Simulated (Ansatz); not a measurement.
One change: `[SH][Ge]([SH])([SH])[Cl]` becomes `[SH][Sn]([SH])([SH])[Cl]`.

Ansatz, PBE0-D4/def2-TZVP geometries, multiplicity 1. Each molecule was computed in one conformer, which needn't be the lowest.

Elements past krypton have def2 core potentials. Scalar relativity is left out up to krypton.

| property | `[SH][Ge]([SH])([SH])[Cl]` |
| --- | --- |
| size of the dipole moment (B3LYP/def2-TZVPP) / D | 1.48 |
| LUMO energy (PBE/def2-TZVPP) / eV | -2.52 |
| ideal-gas entropy at 298 K and 1 bar (rigid rotor, harmonic PBE0-D4/def2-TZVP) / J/(mol·K) | 410 |
| size of the dipole moment (ωB97M-V/def2-TZVPP) / D | 1.49 |
| HOMO energy (ωB97M-V/def2-TZVPP) / eV | -9.87 |
| size of the dipole moment (PBE/def2-TZVPP) / D | 1.44 |

Problem. What does the change do to each property? (An estimate is asked.)

Solution. The calculation gave: 
```tsv
property	`[SH][Sn]([SH])([SH])[Cl]`	shift
size of the dipole moment (B3LYP/def2-TZVPP) / D	1.73	0.25
LUMO energy (PBE/def2-TZVPP) / eV	-3.13	-0.61
ideal-gas entropy at 298 K and 1 bar (rigid rotor, harmonic PBE0-D4/def2-TZVP) / J/(mol·K)	438	28
size of the dipole moment (ωB97M-V/def2-TZVPP) / D	1.73	0.24
HOMO energy (ωB97M-V/def2-TZVPP) / eV	-10.01	-0.14
size of the dipole moment (PBE/def2-TZVPP) / D	1.69	0.25
```

With PBE0 the HOMO falls by 0.13 eV and the LUMO falls by 0.68 eV, so the gap narrows by about 0.55 eV. PBE moves the HOMO by -0.13 eV and ωB97M-V by -0.14 eV. Dipoles are sizes alone; their direction can turn. Modes under 60 cm⁻¹, often nearly free rotors, make the harmonic entropy too high.

B3LYP here is the variant with VWN-RPA as its local correlation; programs differ in this.
